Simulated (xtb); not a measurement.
xtb input (GFN1-xTB):

```bash
xtb mol.xyz --gfn 1 --sp --chrg 0 --uhf 0
```
mol.xyz:
```
4

B     -0.00550880     0.35701391     0.00372304
F     -0.02578450     1.67103857     0.01742605
Cl    -1.51690204    -0.51801619    -0.03810396
Cl     1.53217289    -0.47165538     0.02778339
```

End of the output:

```
         :::::::::::::::::::::::::::::::::::::::::::::::::::::
         ::                     SUMMARY                     ::
         :::::::::::::::::::::::::::::::::::::::::::::::::::::
         :: total energy             -15.165089001623 Eh    ::
         :: gradient norm              0.024295859207 Eh/a0 ::
         :: HOMO-LUMO gap              5.845811962842 eV    ::
         ::.................................................::
         :: SCC energy               -15.210186652169 Eh    ::
         :: -> electrostatic           0.025962518616 Eh    ::
         :: repulsion energy           0.046244031398 Eh    ::
         :: dispersion energy         -0.001146380852 Eh    ::
         :: halogen bond corr.         0.000000000000 Eh    ::
         :: add. restraining           0.000000000000 Eh    ::
         :: total charge               0.000000000000 e     ::
         :::::::::::::::::::::::::::::::::::::::::::::::::::::

           -------------------------------------------------
          |                Property Printout                |
           -------------------------------------------------

    * Orbital Energies and Occupations

         #    Occupation            Energy/Eh            Energy/eV
      -------------------------------------------------------------
         1        2.0000           -0.9404510             -25.5910
         2        2.0000           -0.9383336             -25.5334
         3        2.0000           -0.8852358             -24.0885
         4        2.0000           -0.6405293             -17.4297
         5        2.0000           -0.5956663             -16.2089
         6        2.0000           -0.5951042             -16.1936
         7        2.0000           -0.5730948             -15.5947
         8        2.0000           -0.5174068             -14.0794
         9        2.0000           -0.5120973             -13.9349
        10        2.0000           -0.4943461             -13.4518
        11        2.0000           -0.4888566             -13.3025
        12        2.0000           -0.4803458             -13.0709 (HOMO)
        13                         -0.2655161              -7.2251 (LUMO)
        14                         -0.1912677              -5.2047
        15                         -0.1168802              -3.1805
        16                         -0.0809493              -2.2027
Note: The following floating-point exceptions are signalling: IEEE_DENORMAL
normal termination of xtb
        17                         -0.0689884              -1.8773
        18                         -0.0685644              -1.8657
        19                         -0.0678831              -1.8472
        20                         -0.0671550              -1.8274
        21                         -0.0653779              -1.7790
        22                         -0.0596629              -1.6235
        23                          0.0059244               0.1612
       ...                                ...                  ...
        26                          0.3993173              10.8660
      -------------------------------------------------------------
                  HL-Gap            0.2148296 Eh            5.8458 eV
             Fermi-level           -0.3729310 Eh          -10.1480 eV

  Mulliken/CM5 charges         n(s)   n(p)   n(d)
     1B     0.55281  0.35053   0.875  1.572  0.000
     2F    -0.26833 -0.21635   1.793  5.475  0.000
     3Cl   -0.14224 -0.06709   1.926  5.231 -0.015
     4Cl   -0.14224 -0.06709   1.926  5.231 -0.015

Wiberg/Mayer (AO) data.
largest (>0.10) Wiberg bond orders for each atom

 ---------------------------------------------------------------------------
     #   Z sym  total        # sym  WBO       # sym  WBO       # sym  WBO
 ---------------------------------------------------------------------------
     1   5 B    3.284 --     4 Cl   1.111     3 Cl   1.111     2 F    1.062
     2   9 F    1.166 --     1 B    1.062
     3  17 Cl   1.223 --     1 B    1.111
     4  17 Cl   1.223 --     1 B    1.111
 ---------------------------------------------------------------------------

Topologies differ in total number of bonds
Writing topology from bond orders to xtbtopo.mol

 dipole moment from electron density (au)
     X       Y       Z
   0.0009  -0.0575  -0.0006  total (Debye):    0.146

           -------------------------------------------------
          | TOTAL ENERGY              -15.165089001623 Eh   |
          | GRADIENT NORM               0.024295859207 Eh/α |
          | HOMO-LUMO GAP               5.845811962842 eV   |
           -------------------------------------------------

------------------------------------------------------------------------
------------------------------------------------------------------------
 total:
 SCF:
```
